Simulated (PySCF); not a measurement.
GeH2Br2, SMILES [Br][GeH2][Br].

Geometry: B3LYP-D3(BJ)/def2-SVP.

Two levels are set side by side: TDA-PBE/def2-SVPD (PySCF) and TDA-PBE0/def2-SVPD (PySCF). Vertical, same geometry. The lowest singlet is HOMO→LUMO 98 % with PBE and HOMO→LUMO 98 % with the other functional; states are paired by order. Differences are taken from unrounded values.

```tsv
quantity	TDA-PBE
lowest singlet excitation (eV)	4.96
lowest triplet excitation (TDA) (eV)	4.57
```

### Question
These are the TDA-PBE values. What does TDA-PBE0 give? (The exact figures need the calculation; the answer reports its results.)

### Answer

```tsv
quantity	TDA-PBE0	TDA-PBE minus TDA-PBE0
lowest singlet excitation (eV)	5.58	-0.62
lowest triplet excitation (TDA) (eV)	5.09	-0.52
```

Functionals without exact exchange tend to place singlet excitations lower, as here. Differences between two approximate levels are no errors against the true value.

Rough cost on one machine, each run with all the roots and properties that it gave: TDA-PBE0 against TDA-PBE about 3 times.
